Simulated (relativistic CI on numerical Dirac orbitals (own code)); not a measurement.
What each ingredient does to the levels of Co7+

Base calculation: Dirac-Coulomb-Breit CI, KLI orbitals optimised for each configuration, model QED (radiative potential, 1s self-energy scaled to tabulated hydrogen-like ionisation energies), unscaled Slater integrals.

CI space (outside the closed core [Ne]): 3s²3p⁶3d², 3s²3p⁵3d³, 3s²3p⁶3d4s, 3s3p⁶3d³, 3s²3p⁶3d4p, 3s²3p⁶4s², 3s²3p⁶3d4d, 3s²3p⁶4s4p, 3s²3p⁶3d4f, 3s²3p⁶4p², 3s²3p⁶3d5s, 3s²3p⁶4s4d, 3s²3p⁶3d5p, 3s²3p⁶4p4d, 3p⁶3d⁴, 3p⁵3d⁵. Double excitations out of closed p, d and f shells are left out; levels of such configurations are missing from the list, as are those of other unlisted configurations, and high levels can miss mixing partners.

Variants: (1) valence Slater integrals scaled by 0.9; (2) Breit term removed; (3) one mean potential for all configurations. Shifts of the energy above 3s²3p⁶3d² ³F2, in cm⁻¹, for the lowest level and the first level of each name with at least 55 % of one term (blank where a level changes its place among those of its configuration and J or its character, or is not in the variant):

| Level | Base | Δ(1) | Δ(2) | Δ(3) | Measured |
| --- | --- | --- | --- | --- | --- |
| 3s²3p⁶3d² ³F2 | 0 | 0 | 0 | 0 | 0 |
| 3s²3p⁶3d² ³F3 | 1384 | +7 | +154 | -19 | 1430 |
| 3s²3p⁶3d² ³F4 | 3067 | +3 | +364 | -41 | 3144 |
| 3s²3p⁶3d² ¹D2 | 21868 | -1904 | +124 | +6 | 19624 |
| 3s²3p⁶3d² ³P0 | 24691 | -2156 | +23 | +21 | 22304 |
| 3s²3p⁶3d² ³P1 | 25204 | -2146 | +63 | +13 | 22839 |
| 3s²3p⁶3d² ³P2 | 26367 | -2119 | +281 | -8 | 24055 |
| 3s²3p⁶3d² ¹G4 | 35096 | -3259 | +267 | +37 | 32360 |
| 3s²3p⁶3d² ¹S0 | 84604 | -8187 | +71 | +135 | 74247 |
| 3s²3p⁵3d³ ⁵S°2 | 419913 | +8352 | +868 | -492 |  |
| 3s²3p⁵3d³ ⁵D°2 | 425162 | +7595 | +740 | -474 |  |
| 3s²3p⁵3d³ ⁵D°3 | 425241 | +7560 | +799 | -476 |  |
| 3s²3p⁵3d³ ⁵D°1 | 425354 | +7635 | +712 | -477 |  |
| 3s²3p⁵3d³ ⁵D°0 | 425549 | +7666 | +702 | -480 |  |
| 3s²3p⁵3d³ ⁵D°4 | 425906 | +7537 | +905 | -485 |  |
| 3s²3p⁵3d³ ⁵F°5 | 433502 | +6798 | +1054 | -478 |  |
| 3s²3p⁵3d³ ⁵F°4 | 435071 | +6882 | +979 | -476 |  |
| 3s²3p⁵3d³ ⁵F°1 | 435186 | +6913 | +722 | -459 |  |
| 3s²3p⁵3d³ ⁵F°2 | 435492 | +6921 | +790 | -467 |  |
| 3s²3p⁵3d³ ⁵F°3 | 435556 | +6912 | +881 | -473 |  |
| 3s²3p⁵3d³ ⁵G°6 | 445585 | +5447 | +1098 | -363 |  |
| 3s²3p⁵3d³ ⁵G°5 | 449049 | +5449 | +1054 | -375 |  |

At this charge configurations can still be misplaced by up to about 7 % of their energy. Terms inside the open d or f shell come out 10 to 20 % too wide with unscaled integrals. 37 of the 55 excited levels that our extract of the measured tables holds in this range could be paired (the sources list more); they are missed by 10915 cm⁻¹ on average and 147096 at most, and levels without a partner can miss by more.

Measured levels: Sugar and Corliss, J. Phys. Chem. Ref. Data 10, 1097 (1981).

Ionisation energy from the two ground configurations alone: base 156.708 eV; valence Slater integrals scaled by 0.9 156.507 eV. The NIST ASD value (semi-empirical) is 157.8 eV.

LS names give the leading component of a level, which can be under half, so a name can repeat, a term be missing and a line seem to break the LS rules.
